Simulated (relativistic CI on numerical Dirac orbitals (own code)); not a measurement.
# d5 in a ligand field

Computed with a parametric ligand-field model of a d^n configuration (Racah B and C, spin-orbit zeta, crystal field), exact diagonalisation.

Field parameters in Wybourne normalisation: Oh B⁴₀ = 21Dq, B⁴₄ = √(5/14) B⁴₀. The field is a parameter set, without covalency.

B = 380 cm⁻¹, C = 1650 cm⁻¹ (C/B = 4.34), Oh, no spin-orbit coupling. Tanabe-Sugano data, E/B above the lowest term (Δ = |10Dq|; b, c mark the second and third term of a kind):

| Δ/B | 6A1 | 4T1 | 4T2 | 4T1(b) | 2T2 | 2A2 |
| --- | --- | --- | --- | --- | --- | --- |
| 1.0 | 0.00 | 31.56 | 31.69 | 37.53 | 45.56 | 45.63 |
| 3.0 | 0.00 | 30.57 | 31.52 | 38.44 | 44.17 | 44.88 |
| 5.0 | 0.00 | 29.09 | 31.16 | 39.76 | 41.61 | 43.63 |
| 7.0 | 0.00 | 27.40 | 30.57 | 41.18 | 38.45 | 42.10 |
| 9.0 | 0.00 | 25.61 | 29.73 | 42.57 | 35.02 | 40.42 |
| 11.0 | 0.00 | 23.76 | 28.64 | 43.86 | 31.44 | 38.66 |
| 13.0 | 0.00 | 21.89 | 27.34 | 44.98 | 27.79 | 36.83 |
| 15.0 | 0.00 | 19.98 | 25.87 | 45.91 | 24.08 | 34.96 |
| 17.0 | 0.00 | 18.07 | 24.28 | 46.65 | 20.33 | 33.07 |
| 19.0 | 0.00 | 16.13 | 22.60 | 47.21 | 16.55 | 31.16 |
| 21.0 | 0.00 | 14.19 | 20.86 | 47.63 | 12.74 | 29.24 |
| 23.0 | 0.00 | 12.25 | 19.07 | 47.96 | 8.92 | 27.30 |
| 25.0 | 0.00 | 10.29 | 17.24 | 48.20 | 5.08 | 25.36 |
| 27.0 | 0.00 | 8.33 | 15.39 | 48.39 | 1.22 | 23.40 |
| 29.0 | 2.65 | 9.02 | 16.16 | 51.18 | 0.00 | 24.09 |
| 31.0 | 6.53 | 10.93 | 18.15 | 55.18 | 0.00 | 26.01 |
| 33.0 | 10.41 | 12.85 | 20.13 | 59.16 | 0.00 | 27.93 |
| 35.0 | 14.31 | 14.77 | 22.11 | 63.13 | 0.00 | 29.85 |
| 37.0 | 18.21 | 16.70 | 24.08 | 67.10 | 0.00 | 31.78 |
| 39.0 | 22.12 | 18.63 | 26.06 | 71.07 | 0.00 | 33.72 |
| 41.0 | 26.04 | 20.57 | 28.03 | 75.03 | 0.00 | 35.65 |
| 43.0 | 29.96 | 22.51 | 30.01 | 78.99 | 0.00 | 37.60 |
| 45.0 | 33.89 | 24.45 | 31.98 | 82.95 | 0.00 | 39.54 |
| 47.0 | 37.82 | 26.40 | 33.95 | 86.91 | 0.00 | 41.49 |

The ground term changes from 6A1 to 2T2 between Δ/B = 27.0 and 29.0.
